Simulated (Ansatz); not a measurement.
Species: 1,1-difluoroethane, C2H4F2, net charge 0, singlet state. SMILES: CC(F)F
Geometry: optimised at B3LYP-D3(BJ)/def2-TZVP (Ansatz, an electronic-structure program).

Wanted: vertical triplet-singlet gap (E(triplet) - E(singlet); each state is the SCF solution reached for its spin), in kJ/mol. Correlated levels leave the core frozen unless marked. Open shells are spin-unrestricted. No spin-orbit coupling. No relativistic terms. CBS(X,Y): correlation extrapolated as X^-3; Hartree-Fock from the larger set.

| level | program | vertical triplet-singlet gap (kJ/mol) |
|---|---|---|
| PBE/def2-TZVPD | Ansatz | 794.9 |
| B3LYP/def2-TZVPD | Ansatz | 852.1 |
| wB97M-V/def2-TZVPD | Ansatz | ? |
| wB97X-V/def2-TZVPD | Ansatz | ? |
| CCSD/aug-cc-pVQZ | Ansatz | 917.0 |
| CCSD(T)/CBS(aug-cc-pVTZ,aug-cc-pVQZ) | Ansatz | ? |

Task: Fill in the missing entries.

Result: 
- wB97M-V/def2-TZVPD, vertical triplet-singlet gap (kJ/mol): 893.0
- wB97X-V/def2-TZVPD, vertical triplet-singlet gap (kJ/mol): 901.3
- CCSD(T)/CBS(aug-cc-pVTZ,aug-cc-pVQZ), vertical triplet-singlet gap (kJ/mol): 901.4
